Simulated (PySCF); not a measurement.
Vertical excitations of a molecule C₅H₄O from TDA-PBE/def2-SVPD (PySCF), as energy in eV (oscillator strength): 2.38 (0.000), 2.87 (0.006), 5.65 (0.076), 5.75 (0.001), 6.21 (0.000), 6.47 (0.002), 6.51 (0.000), 6.53 (0.000), 6.62 (0.000), 6.66 (0.002). Lowest triplet (TDA): 1.79 eV. Geometry optimised at PBE0-D3(BJ)/def2-SVP. The values are those of a single conformer.

Q: Which structure fits?
A. C#CC1=COC1
B. C#CC1=CCO1
C. C#C[C@@H]1C=CO1
D. O=C1C=CC=C1

A: D, O=C1C=CC=C1
